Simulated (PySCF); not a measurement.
H5Mo, SMILES [MoH5+] (connectivity only; charge and spin as stated), charge +1, multiplicity 1. Atoms are numbered in the order given.

```xyz
6

Mo     0.0000     0.0000     0.0425
H      0.9849    -0.9849    -0.8738
H     -0.9849     0.9849    -0.8738
H      0.0000     0.0000     1.7104
H     -0.9849    -0.9849    -0.8738
H      0.9849     0.9849    -0.8738
```
Charge +1, spin multiplicity 1.

Geometry: PBE-D3(BJ)/def2-TZVPD. The geometry has at least one imaginary mode, so it is a saddle point at that level. The spin state was assumed, not searched. The def2 effective core potentials stand for the cores of Mo; spin–orbit coupling is left out.

Method: PBE-D3(BJ)/def2-TZVPD (PySCF).

Frequencies are harmonic and unscaled.

Modes within 1.5 cm⁻¹ of each other (mostly degenerate sets) share a row, with their intensities summed.

**Question.** List the normal modes with their intensities. (Estimate from the structure and the level; the computed values follow.)

**Answer.** 
```json
[
 {"mode": "1", "ν (cm⁻¹)": "535i", "IR (km/mol)": "0.0", "moving atoms (share of kinetic energy)": "H 100 %"},
 {"mode": "2–3", "ν (cm⁻¹)": "235i", "IR (km/mol)": "2.4", "moving atoms (share of kinetic energy)": "H 99 %"},
 {"mode": "4", "ν (cm⁻¹)": "849", "IR (km/mol)": "0.4", "moving atoms (share of kinetic energy)": "H 97 %"},
 {"mode": "5", "ν (cm⁻¹)": "1012", "IR (km/mol)": "0.0", "moving atoms (share of kinetic energy)": "H 100 %"},
 {"mode": "6–7", "ν (cm⁻¹)": "1044", "IR (km/mol)": "8.9", "moving atoms (share of kinetic energy)": "H 98 %"},
 {"mode": "8", "ν (cm⁻¹)": "1946", "IR (km/mol)": "8.9", "moving atoms (share of kinetic energy)": "H 99 %"},
 {"mode": "9", "ν (cm⁻¹)": "1969", "IR (km/mol)": "0.0", "moving atoms (share of kinetic energy)": "H 100 %"},
 {"mode": "10–11", "ν (cm⁻¹)": "1996", "IR (km/mol)": "3.7", "moving atoms (share of kinetic energy)": "H 98 %"},
 {"mode": "12", "ν (cm⁻¹)": "2005", "IR (km/mol)": "8.9", "moving atoms (share of kinetic energy)": "H 98 %"}
]
```
